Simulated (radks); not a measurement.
All-electron atom: Ne3+ in [He] 2s2 2p3 (the NIST ground configuration).

All-electron calculation, scalar-relativistic Kohn-Sham, r2SCAN, spin-polarised, spherical densities, finite nucleus; open shells are filled with parallel spins first; meta-GGA in the generalised Kohn-Sham scheme; Fermi nuclear charge, rms radius 3.0055 fm. Program: a radial shooting solver on a logarithmic mesh with Libxc functionals.

Energy parts (eV):
| part | energy |
|---|---|
| total | -3386.314 |
| kinetic | 3388.935 |
| electron-nucleus | -7669.773 |
| Hartree | 1185.689 |
| exchange-correlation | -291.165 |

Orbitals (lengths in bohr, moments of r in powers of bohr; r(max) is where P^2 peaks; r(90%) holds 90 % of the orbital's charge):
orbital  occ.  eigenvalue (eV)  <1/r>     <r^4>  r(90%)  r(max)
1s up       1        -922.7856  9.622  0.002972   0.283  0.1027
1s down     1        -918.0859  9.662  0.002871   0.280  0.1025
2s up       1        -109.2121  1.862    0.9496    1.23  0.6405
2s down     1         -98.1839  1.780     1.117    1.28  0.6561
2p up       3         -85.2938  1.753    0.9625    1.23  0.5558
2p down     0         -73.2632  1.672     1.246    1.31  0.5835

The highest occupied level is 2p up at -85.294 eV. The electron density at the nucleus is 656.3 e/bohr^3 (large components only). For comparison, the ionisation energy in NIST's Atomic Spectra Database is 97.190 eV (semi-empirical). In exact Kohn-Sham theory the highest level is minus the ionisation energy, but local and semilocal functionals leave it too shallow, through self-interaction and a potential that decays too fast; potentials with the right tail come closer.

Run on one thread of a shared host, so times are rough (Arm Neoverse N1): 0.14 s of CPU time, 0.14 s wall, 16 iterations on 2189 mesh points.
